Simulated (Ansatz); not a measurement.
Reactions of `[F][SnH]([Cl])[Br]`.

Gas-phase electronic energies from Ansatz, PBE0-D4/def2-TZVP geometries. CCSD(T)/CBS adds triple-zeta CCSD(T) − MP2 to the extrapolated MP2 energy (def2 sets, frozen cores). This one scheme is used for every species, atoms too. Functionals use def2-TZVPP. B3LYP here is the variant with VWN-RPA as its local correlation; programs differ in this. Open shells (•) are unrestricted, without spin–orbit coupling. Spin–orbit coupling would lower the free atoms: a little for Cl, F; clearly for Br; strongly for Sn. def2 core potentials past Kr. Bonds to Br, Sn are less sure, by a few kJ/mol each and by 10 to 20 or more in all where they break to atoms, as the def2 sets lack core-valence functions. Scalar relativity is left out up to krypton. One conformer a species, not always the lowest.

| reaction | CCSD(T)/CBS(def2) (eV) |
| --- | --- |
| `[F][SnH]([Cl])[Br]` + F• → `[F][Sn]([Cl])[Br]`• + H–F | -2.88 |
| `[F][SnH]([Cl])[Br]` → Br• + `[F][SnH][Cl]`• | 3.67 |
| `[F][SnH]([Cl])[Br]` → `[F][Sn][Cl]` + HBr | 0.56 |
| `[F][SnH]([Cl])[Br]` + `[CH3]`• → `[F][Sn]([Cl])[Br]`• + CH₄ | -1.60 |
| `[F][SnH]([Cl])[Br]` + HCl → `[Cl][SnH]([Cl])[Br]` + H–F | -0.39 |
| `[F][SnH]([Cl])[Br]` + H₂ → `[F][SnH2][Br]` + HCl | ? |
| `[F][SnH]([Cl])[Br]` + Cl• → `[F][Sn]([Cl])[Br]`• + HCl | -1.37 |
| `[F][SnH]([Cl])[Br]` → H• + `[F][Sn]([Cl])[Br]`• | ? |
| `[F][SnH]([Cl])[Br]` + CH₃SH → `C[S][SnH]([F])[Cl]` + HBr | ? |
| `[F][SnH]([Cl])[Br]` → Br• + Cl• + F• + H• + Sn• | 14.15 |

(1) Fill in the missing values. (An estimate is asked.)

Largest T1 diagnostic: 0.017, for `[F][SnH][Cl]`•.

Answers

(1) Computed: `[F][SnH]([Cl])[Br]` + H₂ → `[F][SnH2][Br]` + HCl: +0.72 eV; `[F][SnH]([Cl])[Br]` → H• + `[F][Sn]([Cl])[Br]`•: +3.30 eV; `[F][SnH]([Cl])[Br]` + CH₃SH → `C[S][SnH]([F])[Cl]` + HBr: +0.33 eV.
